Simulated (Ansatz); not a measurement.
`[CH3][SnH2][SiH2]F` + `C=C[SiH](F)N[SiH2]Cl` → `C=C[SiH](F)N[SiH2]F` + `[CH3][SnH2][SiH2]Cl`  (redistribution)

Gas-phase electronic energies from Ansatz, PBE0-D4/def2-TZVP geometries. CCSD(T)/CBS adds triple-zeta CCSD(T) − MP2 to the extrapolated MP2 energy (def2 sets, frozen cores). Functionals use def2-TZVPP. def2 core potentials past Kr. For Sn outer-core shells are correlated without core-valence functions, which leaves a few kJ/mol of doubt a bond. Each species was taken in one conformer, which may not be the lowest.

`[CH3][SnH2][SiH2]F`:

Z-matrix (Å, degrees):
```
C
Sn 1 2.144
H 1 1.090 2 109.7
H 1 1.090 2 109.8 3 -120.0
H 1 1.090 2 109.9 3 120.0
Si 2 2.570 1 110.8 3 178.9
H 2 1.713 1 109.4 3 -60.9
H 2 1.711 1 109.5 3 57.1
F 6 1.610 2 108.9 1 -57.7
H 6 1.487 2 112.8 1 -177.0
H 6 1.488 2 111.7 1 60.5
```

`C=C[SiH](F)N[SiH2]Cl`:

Cartesian coordinates in Å:
```
C 0.254 1.475 1.921
C 0.398 0.265 1.385
Si 1.302 -0.017 -0.198
F 1.785 1.415 -0.727
N 0.262 -0.779 -1.332
Si -1.452 -0.773 -1.370
Cl -2.266 -2.249 -0.179
H 0.667 2.360 1.445
H -0.283 1.633 2.852
H -0.038 -0.589 1.900
H 2.527 -0.840 -0.072
H 0.711 -1.360 -2.027
H -1.960 0.510 -0.848
H -1.907 -1.052 -2.750
```

`C=C[SiH](F)N[SiH2]F`:

```xyz
14

C    -0.951    2.187    0.532
C    -0.819    1.188   -0.338
Si   -1.158   -0.570    0.109
F    -1.563   -0.592    1.659
N     0.238   -1.526   -0.184
Si    1.876   -1.033   -0.248
F     2.283   -0.532   -1.714
H    -0.749    3.219    0.260
H    -1.265    2.010    1.556
H    -0.499    1.419   -1.352
H    -2.295   -1.180   -0.617
H     0.068   -2.504   -0.376
H     2.091    0.111    0.661
H     2.741   -2.196    0.053
```

`[CH3][SnH2][SiH2]Cl`:

Z-matrix (Å, degrees):
```
C
Sn 1 2.141
H 1 1.090 2 109.9
H 1 1.090 2 109.9 3 120.2
H 1 1.090 2 109.4 3 -120.0
Si 2 2.567 1 109.1 3 174.7
H 2 1.710 1 109.9 3 54.8
H 2 1.713 1 110.2 3 -64.3
Cl 6 2.071 2 108.1 1 -47.2
H 6 1.486 2 112.3 1 70.6
H 6 1.485 2 113.4 1 -166.0
```

```
             level  ΔE (eV)
            PBE-D4    -0.16
           ωB97X-V    -0.16
            B2PLYP    -0.17
              PBE0    -0.17
    MP2/def2-TZVPP    -0.18
CCSD(T)/def2-TZVPP    -0.18
     HF/def2-QZVPP    -0.17
SCS-MP2/def2-QZVPP    -0.18
```

(1) What does CCSD(T)/CBS give? (Estimate.)

Largest T1 diagnostic among the species: 0.012.

Answers

(1) The calculation gave: -0.18 eV. The listed levels differ from it by 0.02, 0.02, 0.01, 0.01, 0.00, 0.00, 0.01, 0.00 eV.
